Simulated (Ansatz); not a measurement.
C6H14S2 (`CCCSSCCC`) at its PBE0-D4/def2-TZVP geometry, where that method's forces vanish. The species carries charge 0 and has multiplicity 1.

| atom | x (Å) | y (Å) | z (Å) |
| --- | --- | --- | --- |
| C1 | 1.407 | 1.785 | 3.006 |
| C2 | 0.693 | 2.153 | 1.719 |
| C3 | 1.248 | 1.457 | 0.491 |
| S4 | 1.049 | -0.350 | 0.479 |
| S5 | -0.963 | -0.602 | 0.401 |
| C6 | -1.333 | -0.497 | -1.376 |
| C7 | -0.741 | -1.611 | -2.219 |
| C8 | -1.301 | -2.984 | -1.899 |
| H9 | 0.971 | 2.307 | 3.860 |
| H10 | 1.340 | 0.712 | 3.197 |
| H11 | 2.468 | 2.050 | 2.959 |
| H12 | 0.761 | 3.234 | 1.550 |
| H13 | -0.374 | 1.922 | 1.797 |
| H14 | 2.333 | 1.594 | 0.416 |
| H15 | 0.808 | 1.855 | -0.426 |
| H16 | -2.429 | -0.518 | -1.410 |
| H17 | -1.016 | 0.485 | -1.734 |
| H18 | -0.926 | -1.368 | -3.272 |
| H19 | 0.346 | -1.604 | -2.089 |
| H20 | -2.381 | -3.019 | -2.067 |
| H21 | -0.841 | -3.752 | -2.525 |
| H22 | -1.118 | -3.248 | -0.855 |

For each bond, give half the difference of the two atoms' forces along it (eV/Å; positive pushes the atoms apart) under PBE-D4, r2SCAN-D4, B3LYP-D4, ωB97M-V in def2-TZVPP. (An estimate is asked.)

Ansatz gave: 
```tsv
bond	length (Å)	PBE-D4	r2SCAN-D4	B3LYP-D4	ωB97M-V
C1–C2	1.518	0.00	0.11	0.20	0.19
C1–H9	1.092	0.09	-0.04	-0.08	-0.08
C1–H10	1.092	0.11	-0.04	-0.08	-0.08
C1–H11	1.094	0.11	-0.03	-0.06	-0.07
C2–H12	1.096	0.10	-0.04	-0.11	-0.13
C3–S4	1.818	0.19	0.17	0.21	0.03
C3–H15	1.092	0.10	-0.05	-0.13	-0.10
S4–S5	2.029	0.23	0.07	0.31	0.16
S5–C6	1.818	0.19	0.17	0.21	0.03
C6–H16	1.096	0.11	-0.05	-0.13	-0.09
C7–C8	1.518	0.00	0.10	0.20	0.19
C7–H18	1.096	0.10	-0.04	-0.11	-0.13
C8–H21	1.092	0.09	-0.04	-0.08	-0.08
C8–H22	1.092	0.11	-0.04	-0.08	-0.08
```

B3LYP here is the variant with VWN-RPA as its local correlation; programs differ in this.
